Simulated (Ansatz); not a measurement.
Basis sets compared for Ti2Te3 (the lowest singlet isomer of a short search). Charge 0, multiplicity 1. Geometry PBE-D4/def2-SVP. Ansatz on 4 threads of Intel Xeon 6975P-C on a shared host; times are rough, and most runs start from earlier orbitals.

```xyz
5

Ti   -0.834   -0.156   -0.838
Ti    0.834    0.156    0.838
Te    1.406    1.033   -1.592
Te   -1.512    1.304    1.262
Te    0.106   -2.336    0.330
```

In the def2 sets Te takes a core potential; there is no spin–orbit coupling. The restricted singlet is unstable towards broken spin symmetry in Hartree–Fock (as tested in another run); at PBE-D4/def2-SVP, PBE-D4/def2-TZVP, PBE0-D4/def2-SVP, PBE0-D4/def2-TZVP this wasn't settled. No other spin state of charge 0 was run. The structure comes from a short search, and lower isomers may exist.

Binding counts from free atoms (Ti triplet, Te triplet) in the same basis, without a counterpoise term.

```tsv
level	functions	energy (Eh)	HOMO (eV)	LUMO (eV)	binding per atom (eV)	wall time
PBE-D4/def2-SVP	140	-2502.5380	-4.59	-3.59	3.62	1.4 s
PBE0-D4/def2-SVP	140	-2502.5821	-5.34	-2.83	3.04	2.6 s
```

(1) Estimate the rows for PBE-D4/def2-TZVP (with forces), PBE0-D4/def2-TZVP.

## Answers

(1) 
```
                         level  functions  energy (Eh)  HOMO (eV)  LUMO (eV)  binding per atom (eV)  wall time
PBE-D4/def2-TZVP (with forces)        240   -2502.7863      -4.71      -3.75                      –        3 s
             PBE0-D4/def2-TZVP        240   -2502.8264      -5.42      -2.96                   3.03        5 s
```
